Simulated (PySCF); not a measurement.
## Computed properties of C2H9FSi3, SMILES F[C@H]1C[SiH2][Si@@H]1[SiH3]

C₂H₉FSi₃, SMILES F[C@H]1C[SiH2][Si@@H]1[SiH3]. Geometry optimised at B3LYP-D3(BJ)/def2-SVP. The structure was generated by enumeration; whether it is a known compound was not checked. One conformer was computed; it need not be the lowest. All values are computed for the isolated molecule unless a solvent is named; none is compared with measurement here.

**Structure.** All 39 harmonic modes at B3LYP-D3(BJ)/def2-SVP (PySCF) are real, so it is a minimum. With heavy atoms numbered as in [F:1][C@H:2]1[CH2:3][SiH2:4][Si@@H:5]1[SiH3:6], the shortest bond between them is F1–C2 at 1.386 Å and the longest Si4–Si5 at 2.351 Å.

**Vibrations.** The strongest infrared lines (harmonic, unscaled, degenerate partners summed) lie at 885 cm⁻¹ (198 km/mol, H 88 %, Si 9 %), 2218 cm⁻¹ (180 km/mol, H 96 %), 724 cm⁻¹ (159 km/mol, H 74 %, C 13 %, Si 12 %). The softest mode is at 74 cm⁻¹ and the zero-point energy is 61.3 kcal/mol.

**Electronic structure.** PBE0/def2-TZVP (PySCF) places the frontier levels at -7.51 and -0.63 eV, a gap of 6.88 eV, and gives a dipole moment of 1.49 D and a mean polarisability of 112.1 bohr³. PBE/def2-TZVP (PySCF) at the same geometry gives -6.40 and -1.43 eV, so its gap is 1.91 eV narrower. An orbital gap is neither the optical nor the fundamental gap.

**Excitations.** TDA-CAM-B3LYP/def2-SVPD (PySCF) has S1 at 6.17 eV (201 nm, f = 0.082, bright); the most intense of the 6 singlets computed lies at 6.71 eV (f = 0.20). T1 (TDA) is at 5.23 eV, 0.94 eV under S1. TDA-PBE/def2-SVPD (PySCF) puts S1 at 5.41 eV. No vertical singlet excitation falls in the visible range (under 3.1 eV).

**NMR.** GIAO shifts at KT2/pcSseg-1 (PySCF) (non-relativistic, atoms alike by connectivity averaged): ¹³C from 31.6 to 92.6 ppm against TMS; ¹H from 2.7 to 5.5 ppm against TMS; ²⁹Si from -106.7 to -43.5 ppm against TMS; ¹⁹F at -194.5 ppm against CFCl3.

**Solvation.** SMD-PBE0/6-31G* (PySCF) gives 2.2 kcal/mol in water, -2.9 kcal/mol in diethylether, -2.3 kcal/mol in benzene (1 M in both phases, gas-phase geometry); of these solvents diethylether holds the molecule best.
